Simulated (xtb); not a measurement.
H₃O₃Sn, charge +1, singlet, geometry from GFN2-xTB (such geometries of metal compounds can be far from the true shape); GFN2-xTB in xtb 6.7.1.

xtb was given this input:
```
$ xtb mol.xyz --gfn 2 --chrg 1 --grad --json

# file mol.xyz
7

Sn     0.01942207    -0.00714062    -0.00442667
O      1.66959151    -0.37653129    -0.74188999
H      1.96586891     0.02064047    -1.58009050
O     -0.41583386    -0.82058025     1.57713738
H     -1.29042726    -0.62436406     1.96732707
O     -1.30459097     1.11447543    -0.66936652
H     -1.23987843     1.62184352    -1.49294988
```

### Question
Write the output that xtb gives for this input, abridged.

### Answer

```
   ID    Z sym.   atoms
    1   50 Sn     1
    2    8 O      2, 4, 6
    3    1 H      3, 5, 7

           -------------------------------------------------
          |                Calculation Setup                |
           -------------------------------------------------

           -------------------------------------------------
          |                 G F N 2 - x T B                 |
           -------------------------------------------------

          ...................................................
          :                      SETUP                      :
          :.................................................:
          :  # basis functions                  25          :
          :  # atomic orbitals                  24          :
          :  # shells                           12          :
          :  # electrons                        24          :
          :  max. iterations                   250          :
          :  Hamiltonian                  GFN2-xTB          :
          :  restarted?                      false          :
          :  GBSA solvation                  false          :
          :  PC potential                    false          :
          :  electronic temp.          300.0000000     K    :
          :  accuracy                    1.0000000          :
          :  -> integral cutoff          0.2500000E+02      :
          :  -> integral neglect         0.1000000E-07      :
          :  -> SCF convergence          0.1000000E-05 Eh   :
          :  -> wf. convergence          0.1000000E-03 e    :
          :  Broyden damping             0.4000000          :
          :  net charge                          1          :
          :  unpaired electrons                  0          :
          ...................................................

 iter      E             dE          RMSdq      gap      omega  full diag
   1     -0.6166108 -0.616611E+00  0.277E+01    1.40       0.0  T
   2     -9.6133331 -0.899672E+01  0.319E+01   16.55       1.0  T
   3    -11.4704260 -0.185709E+01  0.181E+01   13.18       1.0  T
   4    -15.2456219 -0.377520E+01  0.116E+01    4.70       1.0  T
   5    -13.9568896  0.128873E+01  0.967E+00    6.95       1.0  T
   6    -15.3107565 -0.135387E+01  0.382E+00    4.78       1.0  T
   7    -15.3261946 -0.154381E-01  0.188E+00    4.82       1.0  T
   8    -15.3660342 -0.398396E-01  0.327E+00    4.50       1.0  T
   9    -15.3289367  0.370975E-01  0.456E+00    4.46       1.0  T
  10    -15.3770358 -0.480992E-01  0.230E+00    4.54       1.0  T
  11    -15.3925933 -0.155574E-01  0.488E-01    4.62       1.0  T
  12    -15.3925903  0.299986E-05  0.363E-01    4.60       1.0  T
  13    -15.3924909  0.994031E-04  0.327E-01    4.59       1.0  T
  14    -15.3926076 -0.116702E-03  0.230E-01    4.59       1.0  T
  15    -15.3926333 -0.257333E-04  0.173E-01    4.59       1.0  T
  16    -15.3927030 -0.697323E-04  0.814E-02    4.59       1.0  T
  17    -15.3927190 -0.159728E-04  0.424E-02    4.59       1.0  T
  18    -15.3927254 -0.635649E-05  0.313E-03    4.60      12.1  T
  19    -15.3927252  0.112751E-06  0.605E-03    4.60       6.2  T
  20    -15.3927254 -0.112709E-06  0.445E-04    4.60      85.0  T
  21    -15.3927254 -0.136428E-08  0.182E-04    4.60     208.1  T

   *** convergence criteria satisfied after 21 iterations ***

         :::::::::::::::::::::::::::::::::::::::::::::::::::::
         ::                     SUMMARY                     ::
         :::::::::::::::::::::::::::::::::::::::::::::::::::::
         :: total energy             -15.334040402535 Eh    ::
         :: gradient norm              0.000021577048 Eh/a0 ::
         :: HOMO-LUMO gap              4.595003865554 eV    ::
         ::.................................................::
         :: SCC energy               -15.392723203919 Eh    ::
         :: -> isotropic ES            0.108618425197 Eh    ::
         :: -> anisotropic ES         -0.003314349557 Eh    ::
[...]
         6        2.0000           -0.7947303             -21.6257
         7        2.0000           -0.7775628             -21.1586
         8        2.0000           -0.7362303             -20.0338
         9        2.0000           -0.7327483             -19.9391
        10        2.0000           -0.7217421             -19.6396
        11        2.0000           -0.7178529             -19.5338
        12        2.0000           -0.7159405             -19.4817 (HOMO)
        13                         -0.5470772             -14.8867 (LUMO)
        14                         -0.4019936             -10.9388
        15                         -0.3467178              -9.4347
        16                         -0.3250370              -8.8447
        17                         -0.3164036              -8.6098
        18                         -0.2785767              -7.5805
        19                         -0.2576831              -7.0119
        20                         -0.1667406              -4.5372
        21                         -0.1007044              -2.7403
        22                          0.0053771               0.1463
        23                          0.1664129               4.5283
        24                          0.4342836              11.8175
      -------------------------------------------------------------
                  HL-Gap            0.1688633 Eh            4.5950 eV
             Fermi-level           -0.6315089 Eh          -17.1842 eV

     #   Z          covCN         q      C6AA      α(0)
     1  50 Sn       2.408     0.615   378.263    39.354
     2   8 O        1.581    -0.276    18.635     5.825
     3   1 H        0.825     0.412     0.460     1.064
     4   8 O        1.581    -0.256    18.299     5.772
     5   1 H        0.845     0.424     0.439     1.038
     6   8 O        1.581    -0.322    19.438     5.949
     7   1 H        0.818     0.403     0.478     1.085

 Mol. C6AA /au·bohr⁶  :       1154.346393
 Mol. C8AA /au·bohr⁸  :      78599.642374
 Mol. α(0) /au        :         60.088629

Wiberg/Mayer (AO) data.
largest (>0.10) Wiberg bond orders for each atom

 ---------------------------------------------------------------------------
     #   Z sym  total        # sym  WBO       # sym  WBO       # sym  WBO
 ---------------------------------------------------------------------------
     1  50 Sn   3.281 --     4 O    1.120     2 O    1.074     6 O    1.023
     2   8 O    2.369 --     1 Sn   1.074     3 H    0.799     6 O    0.273
                             4 O    0.219
     3   1 H    0.830 --     2 O    0.799
     4   8 O    2.382 --     1 Sn   1.120     5 H    0.792     6 O    0.236
                             2 O    0.219
     5   1 H    0.820 --     4 O    0.792
     6   8 O    2.343 --     1 Sn   1.023     7 H    0.811     2 O    0.273
                             4 O    0.236
     7   1 H    0.838 --     6 O    0.811
 ---------------------------------------------------------------------------

Topologies differ in total number of bonds
Writing topology from bond orders to xtbtopo.mol

molecular dipole:
                 x           y           z       tot (Debye)
 q only:       -0.300       0.658      -0.765
   full:       -0.338       0.902      -1.107       3.730
molecular quadrupole (traceless):
                xx          xy          yy          xz          yz          zz
 q only:       -0.239       0.548      -5.295      -7.408      -5.439       5.534
  q+dip:       -1.233       1.862      -5.293      -7.996      -5.261       6.526
   full:       -2.365       3.334      -4.141      -7.104      -3.840       6.506

           -------------------------------------------------
          | TOTAL ENERGY              -15.334040402535 Eh   |
          | GRADIENT NORM               0.000021577048 Eh/α |
          | HOMO-LUMO GAP               4.595003865554 eV   |
           -------------------------------------------------

normal termination of xtb
```
